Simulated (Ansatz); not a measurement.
Correlation energies of BH5OSSi, SMILES `[SiH3]OBS` by basis set

```
atom   x (Å)   y (Å)   z (Å)
 Si1  -0.729  -0.759   0.909
  O2  -0.531   0.674   0.123
  B3   0.263   1.291  -0.776
  S4   1.702   0.560  -1.589
  H5  -2.026  -1.339   0.488
  H6   0.368  -1.710   0.584
  H7  -0.730  -0.483   2.364
  H8   0.024   2.421  -1.088
  H9   1.659  -0.654  -1.014
```

Total charge 0; spin multiplicity 1. Geometry: relaxed with PBE0-D4/def2-TZVP. It is one conformer, not always the lowest. Frozen core, restricted reference, Ansatz 0.2.0. CBS rows extrapolate triple and quadruple zeta; past MP2 they add the triple-zeta difference.

| basis | HF (Eh) | MP2 corr. |
| --- | --- | --- |
| def2-SVP | -788.73873 | -0.49781 |
| def2-TZVPP | -789.10623 | -0.63636 |
| def2-QZVPP | -789.13199 | -0.68702 |

**Question.** Estimate the CCSD correlation energy and the (T) correction in each basis where they were run (hartree).

**Answer.** 
| basis | CCSD corr. | (T) |
| --- | --- | --- |
| def2-SVP | -0.54750 | -0.01439 |
| def2-TZVPP | -0.68366 | -0.02661 |
| CBS(def2) | -0.77185 | as TZ |
